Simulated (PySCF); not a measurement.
Bonds (- single, = double, # triple, : aromatic): F1-C2 1.357 Å, C2-C3 1.537 Å, C3-C4 1.537 Å, C4-F5 1.357 Å, C4-C6 1.549 Å, C6-F7 1.339 Å, C6-F8 1.354 Å, C6-C2 1.548 Å. C2 carries H9; C3 carries H10, H11; C4 carries H12. Stereochemistry as in F[C@@H]1C[C@H](F)C1(F)F. H11 is cis to F1 on the ring; H10 is trans to F1 on the ring.

Computed data (PySCF 2.14): σ from GIAO-PBE0/pcSseg-1, GFN2-xTB geometry. Rapidly exchanging positions averaged, relativity neglected, single conformer, in vacuum.

Chemical shifts δ = σref − σ; TMS for ¹³C (σref 186.93), ¹H (σref 31.72); ¹⁹F (σref 170.95) vs CFCl3, all at this level.

| atoms | nucleus | count | δ (ppm) |
| --- | --- | --- | --- |
| F8 | ¹⁹F | 1 | ? |
| F7 | ¹⁹F | 1 | ? |
| H11 | ¹H | 1 | 2.41 |
| H9/H12 | ¹H | 2 | 4.98 |
| C2/C4 | ¹³C | 2 | ? |
| C6 | ¹³C | 1 | 125.5 |
| H10 | ¹H | 1 | 2.76 |
| C3 | ¹³C | 1 | 33.3 |
| F1/F5 | ¹⁹F | 2 | -222.0 |

Estimate the values marked ?.

Answers


- C2/C4: 90.6 ppm, sp3 CH bonded to F; deshielded by the electronegative neighbour
- F8: -110.0 ppm, fluorine of a CF2 group
- F7: -157.4 ppm, fluorine of a CF2 group

Shifts are as computed. Against solution values, carbons near 30 ppm lie about +3 ppm off and those near 130 ppm about +5 ppm. Of 1309 compounds with measured shifts, 239 miss one by over three times the rms of a fit or turn the order of signals round; such compounds aren't used in these exercises. Unscaled 19F shifts against computed CFCl3 carry errors that often reach 10 to 50 ppm.
